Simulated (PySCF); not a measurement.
# Spinor energies of Yb²⁺ (ytterbium, charge +2)

Start: [Xe] 4f14. Calculated with PySCF 2.14 in x2c-TZVPPall-2c: generalised Hartree-Fock with the X2C-1e Hamiltonian and a Gaussian nucleus; one run each with spin-orbit coupling (SO) switched off, then screened by Boettger's factors.

```json
{"spinor shell": "1s1/2", "electrons": "2", "ε, spin-free (eV)": "-61661.8", "ε, screened SO (eV)": "-61646.4", "weight of nominal j (screened SO)": "1.000", "rms radius, screened SO (bohr)": "0.0223"}
{"spinor shell": "2s1/2", "electrons": "2", "ε, spin-free (eV)": "-10591.1", "ε, screened SO (eV)": "-10586.5", "weight of nominal j (screened SO)": "1.000", "rms radius, screened SO (bohr)": "0.0901"}
{"spinor shell": "2p1/2", "electrons": "2", "ε, spin-free (eV)": "-9334.8", "ε, screened SO (eV)": "-10078.8", "weight of nominal j (screened SO)": "1.000", "rms radius, screened SO (bohr)": "0.0768"}
{"spinor shell": "2p3/2", "electrons": "4", "ε, spin-free (eV)": "-9334.8", "ε, screened SO (eV)": "-9026.4", "weight of nominal j (screened SO)": "1.000", "rms radius, screened SO (bohr)": "0.0838"}
{"spinor shell": "3s1/2", "electrons": "2", "ε, spin-free (eV)": "-2454.4", "ε, screened SO (eV)": "-2453.1", "weight of nominal j (screened SO)": "1.000", "rms radius, screened SO (bohr)": "0.231"}
{"spinor shell": "3p1/2", "electrons": "2", "ε, spin-free (eV)": "-2068.7", "ε, screened SO (eV)": "-2229.1", "weight of nominal j (screened SO)": "1.000", "rms radius, screened SO (bohr)": "0.222"}
{"spinor shell": "3p3/2", "electrons": "4", "ε, spin-free (eV)": "-2068.7", "ε, screened SO (eV)": "-2001.4", "weight of nominal j (screened SO)": "1.000", "rms radius, screened SO (bohr)": "0.237"}
{"spinor shell": "3d3/2", "electrons": "4", "ε, spin-free (eV)": "-1595.7", "ε, screened SO (eV)": "-1624.7", "weight of nominal j (screened SO)": "1.000", "rms radius, screened SO (bohr)": "0.210"}
{"spinor shell": "3d5/2", "electrons": "6", "ε, spin-free (eV)": "-1595.7", "ε, screened SO (eV)": "-1575.3", "weight of nominal j (screened SO)": "1.000", "rms radius, screened SO (bohr)": "0.214"}
{"spinor shell": "4s1/2", "electrons": "2", "ε, spin-free (eV)": "-522.02", "ε, screened SO (eV)": "-521.70", "weight of nominal j (screened SO)": "1.000", "rms radius, screened SO (bohr)": "0.519"}
{"spinor shell": "4p1/2", "electrons": "2", "ε, spin-free (eV)": "-393.06", "ε, screened SO (eV)": "-429.74", "weight of nominal j (screened SO)": "1.000", "rms radius, screened SO (bohr)": "0.531"}
{"spinor shell": "4p3/2", "electrons": "4", "ε, spin-free (eV)": "-393.06", "ε, screened SO (eV)": "-377.72", "weight of nominal j (screened SO)": "1.000", "rms radius, screened SO (bohr)": "0.563"}
{"spinor shell": "4d3/2", "electrons": "4", "ε, spin-free (eV)": "-220.07", "ε, screened SO (eV)": "-225.91", "weight of nominal j (screened SO)": "1.000", "rms radius, screened SO (bohr)": "0.599"}
{"spinor shell": "4d5/2", "electrons": "6", "ε, spin-free (eV)": "-220.07", "ε, screened SO (eV)": "-216.04", "weight of nominal j (screened SO)": "1.000", "rms radius, screened SO (bohr)": "0.611"}
{"spinor shell": "5s1/2", "electrons": "2", "ε, spin-free (eV)": "-80.452", "ε, screened SO (eV)": "-80.421", "weight of nominal j (screened SO)": "1.000", "rms radius, screened SO (bohr)": "1.31"}
{"spinor shell": "5p1/2", "electrons": "2", "ε, spin-free (eV)": "-48.169", "ε, screened SO (eV)": "-52.792", "weight of nominal j (screened SO)": "1.000", "rms radius, screened SO (bohr)": "1.48"}
{"spinor shell": "5p3/2", "electrons": "4", "ε, spin-free (eV)": "-48.169", "ε, screened SO (eV)": "-46.277", "weight of nominal j (screened SO)": "1.000", "rms radius, screened SO (bohr)": "1.60"}
{"spinor shell": "4f5/2", "electrons": "6", "ε, spin-free (eV)": "-28.077", "ε, screened SO (eV)": "-28.928", "weight of nominal j (screened SO)": "1.000", "rms radius, screened SO (bohr)": "0.850"}
{"spinor shell": "4f7/2", "electrons": "8", "ε, spin-free (eV)": "-28.077", "ε, screened SO (eV)": "-27.319", "weight of nominal j (screened SO)": "1.000", "rms radius, screened SO (bohr)": "0.871"}
```

```json
{"quantity": "E (hartree)", "spin-free": "-14048.53981", "screened SO": "-14061.68733"}
{"quantity": "M_J", "spin-free": "0", "screened SO": "0"}
{"quantity": "⟨J²⟩", "spin-free": "0.000", "screened SO": "0.000"}
{"quantity": "⟨L²⟩", "spin-free": "0.000", "screened SO": "0.105"}
{"quantity": "⟨S²⟩", "spin-free": "0.000", "screened SO": "0.105"}
```

Breit and QED terms are absent; they matter most for the inner s and p1/2 levels.

Densities and radii are taken from the X2C orbitals without a picture-change correction, which distorts them close to the nucleus.

Without spin-orbit coupling the j labels of p, d and f shells carry no meaning; the spin-free column gives the mean over the occupied spinors of each nl shell.
